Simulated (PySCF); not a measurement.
The numbers below are computed, except where a source is named.
CH7FNSi2

CH7FNSi2 is a small molecule (built as: Si site whose three back bonds go to SiH3, CH3, F; end group NH), neutral, doublet. The structure, one conformer, was relaxed in the gas phase by PBE0-D3(BJ)/def2-SVP. No frequency run checks that it is a minimum.

SMILES: C[Si]([NH])(F)[SiH3]

```xyz
12

Si    0.027    0.479    0.410
Si    0.293   -0.033   -1.874
C     0.133   -1.003    1.532
F     1.228    1.516    0.820
N    -1.557    1.173    0.466
H     0.242    1.217   -2.691
H    -0.789   -0.960   -2.321
H     1.618   -0.696   -2.085
H     1.111   -1.496    1.431
H    -0.659   -1.724    1.283
H     0.006   -0.697    2.582
H    -1.615    2.197    0.464
```
Atom numbers follow the order of the file, from 1.

EPR values by unrestricted B3LYP, IGLO-III on C F N Si, pcH-1 on H.

Problem. Predict g and the largest hyperfine couplings. Where does the spin sit?

Solution. g = 2.0021, 2.0038, 2.0086. The spin sits on N5 (93 %, bonded to 1 Si + 1 H) by Mulliken populations.
```json
{"atom": "N5", "isotope": "14N", "isotropic (MHz)": "25.5", "dipolar, principal values (MHz)": "-38.7, -37.8, 76.5"}
{"atom": "H12", "isotope": "1H", "isotropic (MHz)": "-52.9", "dipolar, principal values (MHz)": "-47.5, -7.6, 55.2"}
{"atom": "Si2", "isotope": "29Si", "isotropic (MHz)": "-74.2", "dipolar, principal values (MHz)": "-20.6, 9.6, 11.0"}
{"atom": "Si1", "isotope": "29Si", "isotropic (MHz)": "51.3", "dipolar, principal values (MHz)": "-5.0, 0.4, 4.6"}
{"atom": "H8", "isotope": "1H", "isotropic (MHz)": "40.8", "dipolar, principal values (MHz)": "-1.9, -0.3, 2.2"}
{"atom": "C3", "isotope": "13C", "isotropic (MHz)": "30.5", "dipolar, principal values (MHz)": "-3.9, -3.5, 7.3"}
```

Problem. How do the isotropic couplings move with BHandHLYP?

Solution. N5 25.5 to 34.9 MHz, H12 -52.9 to -63.8 MHz, Si2 -74.2 to -64.5 MHz, Si1 51.3 to 60.4 MHz.
